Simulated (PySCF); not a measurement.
hexafluorodisilane (F6Si2), SMILES [Si]([Si](F)(F)F)(F)(F)F.

Coordinates come from a PBE0-D3(BJ)/def2-SVP optimisation. Other conformers were not sampled.

Computed with r2SCAN/def2-TZVP (PySCF).

Symmetry labels are those of the subgroup C2h that the program uses (full group D3d).

Computed valence orbital energies around the gap with their symmetry:
| orbital | symmetry | energy (eV) |
|---|---|---|
| HOMO−7 | Au | -12.08 |
| HOMO−6 | Bu | -11.65 |
| HOMO−5 | Au | -11.65 |
| HOMO−4 | Ag | -11.43 |
| HOMO−3 | Bg | -11.43 |
| HOMO−2 | Au | -11.11 |
| HOMO−1 | Bg | -11.08 |
| HOMO | Ag | -9.39 |
| LUMO | Au | -1.68 |
| LUMO+1 | Bu | -1.68 |
| LUMO+2 | Bu | -0.13 |
| LUMO+3 | Ag | 1.02 |
